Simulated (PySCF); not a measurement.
# Basis and Hamiltonian dependence of the excitation energy of I⁺

I⁺ [Kr] 4d10 5s2 5p4 (3P) → I⁺ [Kr] 4d10 5s1 5p4 5d1 (high-spin determinant). All values are computed (PySCF 2.14, energy differences of UHF-based or UKS calculations, no spin-orbit coupling). Values in eV.

```csv
basis,Hamiltonian,functions,UHF,r2SCAN,PBE0,MP2 (valence),CCSD(T) (valence)
aug-cc-pVDZ-PP with ECP28MDF,ECP,32,20.377,21.187,21.213,20.667,19.778
aug-cc-pwCVDZ-PP with ECP28MDF,ECP,48,20.294,21.083,21.131,20.645,19.763
aug-cc-pVTZ-DK3,spin-free X2C,68,20.074,20.744,20.866,20.344,19.720
"x2c-TZVPPall with one added diffuse shell each of s, p, d, f type",spin-free X2C,76,20.190,20.825,20.954,20.473,n/a
aug-cc-pwCVTZ-DK3,spin-free X2C,109,20.073,20.756,20.878,20.389,n/a
dyall-av2z,non-relativistic,130,18.447,18.998,19.157,18.822,18.064
```

Frozen in the all-electron rows: valence: [Kr] 4d10; with a core potential, the same shells as far as they lie outside it.

One determinant mixes LS terms of the configuration, so the numbers do not refer to single terms. Non-relativistic rows lack the scalar-relativistic shift. The upper state lies above the first ionisation limit, where it may autoionise and the basis confines it.
